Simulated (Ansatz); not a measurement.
`C[Te]BF` + `CC=S` → `C[Te]C(C)=S` + `BF`  (formal exchange of groups at a Te–B bond)

Computed with Ansatz on PBE0-D4/def2-TZVP structures; ΔE is electronic, products minus reactants. CCSD(T)/CBS adds triple-zeta CCSD(T) − MP2 to the extrapolated MP2 energy (def2 sets, frozen cores). This one scheme is used for every species. Functionals use def2-TZVPP. B3LYP here is the variant with VWN-RPA as its local correlation; programs differ in this. HSE06 is defined as in plane-wave codes. def2 core potentials past Kr. For Te outer-core shells are correlated without core-valence functions, which leaves a few kJ/mol of doubt a bond. One conformer a species, not always the lowest.

**Question.** Is it downhill or uphill in electronic energy at CCSD(T)/CBS, and by how much? (Best estimate.)

**Answer.** The calculation gave: Uphill: ΔE = +51.2 kJ/mol.

**Question.** What do these levels give: PBE-D4, HSE06-D4, ωB97X-V, B2PLYP, PBE, B3LYP, CAM-B3LYP, LC-ωPBE, HF/def2-SVP, SCS-MP2/def2-TZVPP, CCSD/def2-TZVPP, MP2/def2-QZVPP? (Best estimate.)

**Answer.** Computed: PBE-D4 48.0, HSE06-D4 55.1, ωB97X-V 61.0, B2PLYP 53.8, PBE 55.4, B3LYP 60.5, CAM-B3LYP 64.9, LC-ωPBE 69.2, HF/def2-SVP 82.0, SCS-MP2/def2-TZVPP 49.6, CCSD/def2-TZVPP 62.6, MP2/def2-QZVPP 40.9 kJ/mol.

Largest T1 diagnostic among the species: 0.016.

From BLYP to BHLYP (50 % exact exchange), in def2-TZVPP and without D4, ΔE moves by +11.6 kJ/mol. At CCSD(T), def2-SVP lies +13.0 kJ/mol from the extrapolated value and def2-TZVPP +4.6 kJ/mol. The D4 term adds −12.1 kJ/mol with B3LYP and −6.5 kJ/mol with PBE0; it sums over pairs of atoms, weighted by their polarisabilities, and B3LYP, whose exchange is more repulsive, gets the larger term.
